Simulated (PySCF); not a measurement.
Cl₆Pt, charge -2, singlet, geometry from GFN2-xTB (such geometries of metal compounds can be far from the true shape) (core potentials on Pt) (in this run its highest filled SCF level lies above zero, so its values depend strongly on the basis, on diffuse functions most of all); PySCF with DF-B3LYP/def2-SVP.

The PySCF input:
```python
from pyscf import gto, scf, dft

mol = gto.Mole()
mol.atom = '''
    Pt   -0.000000    0.000000    0.000000
    Cl    2.079927    0.862497   -0.735908
    Cl    0.743768    0.122523    2.245742
    Cl   -0.743768   -0.122523   -2.245742
    Cl   -2.079927   -0.862497    0.735908
    Cl   -0.855728    2.202872    0.163225
    Cl    0.855728   -2.202872   -0.163225
'''
mol.basis = 'def2-svp'
mol.ecp = {'Pt': 'def2-svp'}
mol.charge = -2
mol.spin = 0
mol.verbose = 4
mol.build()

mf = dft.RKS(mol)
mf.xc = 'b3lyp'
mf = mf.density_fit(auxbasis='def2-universal-jkfit')
mf.kernel()
mf.analyze()
```

What the program printed (banner, timings and long lists left out):

```
PySCF version 2.14.0

[INPUT] verbose = 4
[INPUT] num. atoms = 7
[INPUT] num. electrons = 122
[INPUT] charge = -2
[INPUT] spin (= nelec alpha-beta = 2S) = 0
[INPUT] symmetry False subgroup None
[INPUT] Mole.unit = angstrom
[INPUT] Symbol           X                Y                Z      unit          X                Y                Z       unit  Magmom
[INPUT]  1 Pt     0.000000000000   0.000000000000   0.000000000000 AA    0.000000000000   0.000000000000   0.000000000000 Bohr   0.0
[INPUT]  2 Cl     2.079927000000   0.862497000000  -0.735908000000 AA    3.930492389088   1.629883113259  -1.390664572876 Bohr   0.0
[INPUT]  3 Cl     0.743768000000   0.122523000000   2.245742000000 AA    1.405517820216   0.231534913960   4.243837326433 Bohr   0.0
[INPUT]  4 Cl    -0.743768000000  -0.122523000000  -2.245742000000 AA   -1.405517820216  -0.231534913960  -4.243837326433 Bohr   0.0
[INPUT]  5 Cl    -2.079927000000  -0.862497000000   0.735908000000 AA   -3.930492389088  -1.629883113259   1.390664572876 Bohr   0.0
[INPUT]  6 Cl    -0.855728000000   2.202872000000   0.163225000000 AA   -1.617091557122   4.162824767473   0.308450546682 Bohr   0.0
[INPUT]  7 Cl     0.855728000000  -2.202872000000  -0.163225000000 AA    1.617091557122  -4.162824767473  -0.308450546682 Bohr   0.0

nuclear repulsion = 1054.7803567437
number of shells = 60
number of NR pGTOs = 273
number of NR cGTOs = 140
basis = def2-svp
ecp = {'Pt': 'def2-svp'}

******** <class 'pyscf.df.df_jk.DFRKS'> ********
method = DFRKS
initial guess = minao
damping factor = 0
level_shift factor = 0
DIIS = <class 'pyscf.scf.diis.CDIIS'>
diis_start_cycle = 1
diis_space = 8
diis_damp = 0
SCF conv_tol = 1e-09
SCF conv_tol_grad = None
SCF max_cycles = 50
direct_scf = False
XC library pyscf.dft.libxc version 7.1.2
    S. Lehtola, C. Steigemann, M. J. T. Oliveira, and M. A. L. Marques,  SoftwareX 7, 1–5 (2018)
XC functionals = b3lyp
    P. J. Stephens, F. J. Devlin, C. F. Chabalowski, and M. J. Frisch,  J. Phys. Chem. 98, 11623 (1994)
radial grids:
    Treutler-Ahlrichs [JCP 102, 346 (1995); DOI:10.1063/1.469408] (M4) radial grids

becke partition: Becke, JCP 88, 2547 (1988); DOI:10.1063/1.454033
pruning grids: <function nwchem_prune>
grids dens level: 3
symmetrized grids: False
atomic radii adjust function: <function treutler_atomic_radii_adjust>
small_rho_cutoff = 0
Set gradient conv threshold to 3.16228e-05
Initial guess from minao.
tot grids = 137592
******** <class 'pyscf.df.df.DF'> ********
auxbasis = def2-universal-jkfit
init E= -2868.21767666725
  HOMO = -0.611130435894655  LUMO = -0.565175401109368  gap/eV = 1.25050
cycle= 1 E= -2879.06666541885  delta_E= -10.8  |g|= 1.84  |ddm|= 8.45

WARN: HOMO 0.495929791896684 == LUMO 0.495932096685759

cycle= 2 E= -2864.80445260473  delta_E= 14.3  |g|= 5.19  |ddm|= 35.7
  HOMO = 0.0362572648562189  LUMO = 0.106615335591686  gap/eV = 1.91454
cycle= 3 E= -2879.50481776884  delta_E= -14.7  |g|= 1.36  |ddm|= 35.6
  HOMO = -0.00165382659244766  LUMO = 0.1028457409462  gap/eV = 2.84358
cycle= 4 E= -2879.84422972325  delta_E= -0.339  |g|= 0.777  |ddm|= 0.808
  HOMO = 0.0370273328192169  LUMO = 0.176428917713907  gap/eV = 3.79331
cycle= 5 E= -2879.98954939402  delta_E= -0.145  |g|= 0.237  |ddm|= 0.642
  HOMO = 0.0398267933424899  LUMO = 0.187708999161703  gap/eV = 4.02408
cycle= 6 E= -2880.00220873118  delta_E= -0.0127  |g|= 0.059  |ddm|= 0.176
  HOMO = 0.0401148493767065  LUMO = 0.189340506815844  gap/eV = 4.06064
cycle= 7 E= -2880.00295766876  delta_E= -0.000749  |g|= 0.0233  |ddm|= 0.0471
  HOMO = 0.0405728149360664  LUMO = 0.191418999416164  gap/eV = 4.10473
cycle= 8 E= -2880.00309101064  delta_E= -0.000133  |g|= 0.00151  |ddm|= 0.0243
  HOMO = 0.0405464210650735  LUMO = 0.191302250056345  gap/eV = 4.10228
cycle= 9 E= -2880.0030916021  delta_E= -5.91e-07  |g|= 0.000232  |ddm|= 0.00157
  HOMO = 0.0405349374111794  LUMO = 0.191289269351702  gap/eV = 4.10223
cycle= 10 E= -2880.00309161593  delta_E= -1.38e-08  |g|= 3.83e-05  |ddm|= 0.000325
  HOMO = 0.0405333153933099  LUMO = 0.191290538876875  gap/eV = 4.10231
cycle= 11 E= -2880.00309161626  delta_E= -3.27e-10  |g|= 1.4e-05  |ddm|= 5.46e-05
  HOMO = 0.0405342107450183  LUMO = 0.191292576173691  gap/eV = 4.10234
Extra cycle  E= -2880.00309161616  delta_E= 9.46e-11  |g|= 2.33e-05  |ddm|= 4.12e-05
converged SCF energy = -2880.00309161616
**** SCF Summaries ****
Total Energy =                       -2880.003091616162237
Nuclear Repulsion Energy =            1054.780356743697439
One-electron Energy =                -6169.340978489338340
Two-electron Energy =                 2234.557530129478437
Two-electron Coulomb Energy =         2416.454926398496355
DFT Exchange-Correlation Energy =     -181.897396269018003
HOMO-LUMO gap [eV] =                     4.102344077423829
**** MO energy ****
MO #1   energy= -101.158425123109  occ= 2
MO #2   energy= -101.158330286995  occ= 2
MO #3   energy= -101.158325146332  occ= 2
MO #4   energy= -101.158323123261  occ= 2
MO #5   energy= -101.158250467709  occ= 2
MO #6   energy= -101.158246238192  occ= 2
MO #7   energy= -9.11066336801152  occ= 2
MO #8   energy= -9.11061836251653  occ= 2
MO #9   energy= -9.11061437002144  occ= 2
MO #10  energy= -9.11061282534976  occ= 2
MO #11  energy= -9.11055213354903  occ= 2
MO #12  energy= -9.11054886673347  occ= 2
MO #13  energy= -6.8784201523811   occ= 2
MO #14  energy= -6.87841986393958  occ= 2
MO #15  energy= -6.87839872375942  occ= 2
MO #16  energy= -6.87839840760099  occ= 2
MO #17  energy= -6.87839823353959  occ= 2
MO #18  energy= -6.87838855838157  occ= 2
MO #19  energy= -6.87054827996442  occ= 2
MO #20  energy= -6.87054638818508  occ= 2
MO #21  energy= -6.87054339455909  occ= 2
MO #22  energy= -6.87054075733054  occ= 2
MO #23  energy= -6.87053794912422  occ= 2
MO #24  energy= -6.87053511149752  occ= 2
MO #25  energy= -6.87051940930325  occ= 2
MO #26  energy= -6.87051766196154  occ= 2
MO #27  energy= -6.87051564061782  occ= 2
MO #28  energy= -6.87051522868101  occ= 2
MO #29  energy= -6.87051323562682  occ= 2
MO #30  energy= -6.87051068488929  occ= 2
MO #31  energy= -3.72045959560795  occ= 2
MO #32  energy= -1.95753674836002  occ= 2
MO #33  energy= -1.95753600823378  occ= 2
MO #34  energy= -1.95753580513395  occ= 2
MO #35  energy= -0.484493922683622 occ= 2
MO #36  energy= -0.459753518884866 occ= 2
MO #37  energy= -0.459751570199624 occ= 2
MO #38  energy= -0.457715602111    occ= 2
MO #39  energy= -0.457713830056737 occ= 2
MO #40  energy= -0.457713343116737 occ= 2
MO #41  energy= -0.115693187191741 occ= 2
MO #42  energy= -0.115691281364375 occ= 2
MO #43  energy= -0.109897656091278 occ= 2
MO #44  energy= -0.0929518651753375 occ= 2
MO #45  energy= -0.0929490489932062 occ= 2
MO #46  energy= -0.0929476851698592 occ= 2
MO #47  energy= -0.0344607349761066 occ= 2
MO #48  energy= -0.034458732111857 occ= 2
MO #49  energy= -0.034458634176711 occ= 2
MO #50  energy= 0.0193501552697096 occ= 2
MO #51  energy= 0.0193512387840471 occ= 2
MO #52  energy= 0.019352183202121  occ= 2
MO #53  energy= 0.0206210934400758 occ= 2
MO #54  energy= 0.0206216773259303 occ= 2
MO #55  energy= 0.0206238659615522 occ= 2
MO #56  energy= 0.0395533786879443 occ= 2
MO #57  energy= 0.0395535174378856 occ= 2
MO #58  energy= 0.0395548440569613 occ= 2
MO #59  energy= 0.0405294834251233 occ= 2
MO #60  energy= 0.0405301076820658 occ= 2
MO #61  energy= 0.0405342107450183 occ= 2
MO #62  energy= 0.191292576173691  occ= 0
MO #63  energy= 0.191293764986906  occ= 0
MO #64  energy= 0.392223674505131  occ= 0
MO #65  energy= 0.407496007557338  occ= 0
MO #66  energy= 0.422751580729027  occ= 0
MO #67  energy= 0.422753353099074  occ= 0
MO #68  energy= 0.422757400733244  occ= 0
MO #69  energy= 0.667401387269016  occ= 0

WARN: System has nonzero charge -2; the dipole moment is origin-dependent.
Location of origin: [0. 0. 0.]

Dipole moment(X, Y, Z, Debye):  0.00000,  0.00000, -0.00000
```
